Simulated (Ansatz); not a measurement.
Geometry optimisation, Ansatz, RKS PBE/def2-SVP.

Input file:

```yaml
crystal:
  periodic: [false, false, false]
  atoms:
    - { symbol: Ge, position_ang: [-0.779517, 0.086605, 0.259235] }
    - { symbol: H, position_ang: [1.619416, -0.238037, 1.56904] }
    - { symbol: F, position_ang: [2.025797, 0.208445, 0.857892] }
    - { symbol: H, position_ang: [-0.774115, 1.115692, -0.991849] }
    - { symbol: Cl, position_ang: [-1.09118, -1.719406, -0.986318] }
basis:
  gaussian: { orbitals: def2-SVP }
hamiltonian:
  xc: pbe
relax:
  f_tol: 0.03
  max_steps: 50
output:
  orbitals: {}
```

Launched with:

```bash
$ ansatz run input.yaml --threads 1 --pin off --max-ram 2048MiB --backend cpu --events-out ev --progress --plain --runs-dir out
```

**Question.** Where does it end, and by what steps?

**Answer.** The forces met the threshold. After 18 steps the energy has fallen by 0.381 eV; H2 moved furthest, 1.14 Å.

```tsv
step	energy less start (eV)	largest force component (eV/Å)	accepted
0	0.0000	0.352	yes
1	-0.0409	1.089	yes
2	-0.0833	0.659	yes
3	-0.1032	0.183	yes
4	-0.1071	0.497	yes
5	-0.1152	0.082	yes
6	-0.1161	0.054	yes
7	-0.1162	0.484	yes
8	-0.1320	0.059	yes
9	-0.1362	0.691	yes
10	-0.0712	2.698	no
11	-0.1571	0.207	yes
12	-0.1789	0.370	yes
13	-0.2092	1.158	yes
14	-0.2425	1.899	yes
15	-0.3475	0.764	yes
16	-0.3749	0.174	yes
17	-0.3782	0.149	yes
18	-0.3805	0.023	yes
```

```xyz
5
Properties=species:S:1:pos:R:3
Ge -0.896 0.407 0.402
H 1.214 -0.631 0.577
F 1.285 0.243 1.014
H -0.379 1.130 -0.953
Cl -0.224 -1.696 -0.331
```

Whether the end is a true minimum wasn't checked by a vibrational analysis.

Time of the run: 35 s on 1 thread of Arm Neoverse V1 (shared host), peak memory 0.14 GiB.
